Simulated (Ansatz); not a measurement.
The cluster Sn3O4, 7 atoms. Hardware: 4 threads of Arm Neoverse V2 on a shared host.

In the def2 sets Sn takes a core potential; there is no spin–orbit coupling. Correlated methods freeze 16 core orbitals; core or outer-core shells of Sn are correlated, in sets that lack core-valence functions.

**Question.** How many basis functions does each of these Ansatz runs have, and roughly what does it cost? PBE0-D4/def2-SVP, charge 0 singlet, energy, from earlier orbitals; MP2/def2-TZVP, charge 0 singlet, energy, from earlier orbitals; BLYP-D4/def2-TZVP, charge 0 singlet, energy, from earlier orbitals; HSE06-D4/def2-TZVP, charge 0 singlet, energy, from earlier orbitals; PBE-D4/def2-TZVP, charge 0 singlet, energy and forces, from earlier orbitals; PBE-D4/def2-SVP, charge 0 singlet, energy, from earlier orbitals; CCSD(T)/def2-SVP, charge 0 singlet, energy, from earlier orbitals; B3LYP-D4/def2-TZVP, charge 0 singlet, energy, from earlier orbitals; PBE0-D4/def2-TZVP, charge 0 singlet, energy, from earlier orbitals; HF/STO-3G, charge 0 singlet, energy; r2SCAN-D4/def2-TZVP, charge 0 singlet, energy, from earlier orbitals; r2SCAN-D4/def2-SVP, charge 0 singlet, relaxation, 11 steps.

**Answer.** Other jobs shared the machine, so times can vary by a factor of up to 3. A dash marks memory too small to be measured apart from the calling script's.

```tsv
run	functions	fitting or Cholesky vectors	wall time	peak host memory (GiB)
PBE-D4/def2-SVP, charge 0 singlet, energy, from earlier orbitals	134	1445	1.4 s	–
HF/STO-3G, charge 0 singlet, energy	101	1404	1.6 s	–
PBE0-D4/def2-SVP, charge 0 singlet, energy, from earlier orbitals	134	1535	2.3 s	–
BLYP-D4/def2-TZVP, charge 0 singlet, energy, from earlier orbitals	274	1768	3.6 s	–
PBE-D4/def2-TZVP, charge 0 singlet, energy and forces, from earlier orbitals	274	1768	4.1 s	–
B3LYP-D4/def2-TZVP, charge 0 singlet, energy, from earlier orbitals	274	1900	6 s	1.2
PBE0-D4/def2-TZVP, charge 0 singlet, energy, from earlier orbitals	274	1987	6.5 s	1.2
HSE06-D4/def2-TZVP, charge 0 singlet, energy, from earlier orbitals	274	1987	7 s	1.3
r2SCAN-D4/def2-TZVP, charge 0 singlet, energy, from earlier orbitals	274	1768	7 s	–
MP2/def2-TZVP, charge 0 singlet, energy, from earlier orbitals	274	2254	8.5 s	1.1
r2SCAN-D4/def2-SVP, charge 0 singlet, relaxation, 11 steps	134	1445	25 s	–
CCSD(T)/def2-SVP, charge 0 singlet, energy, from earlier orbitals	134	1535	42 s	1.2
```
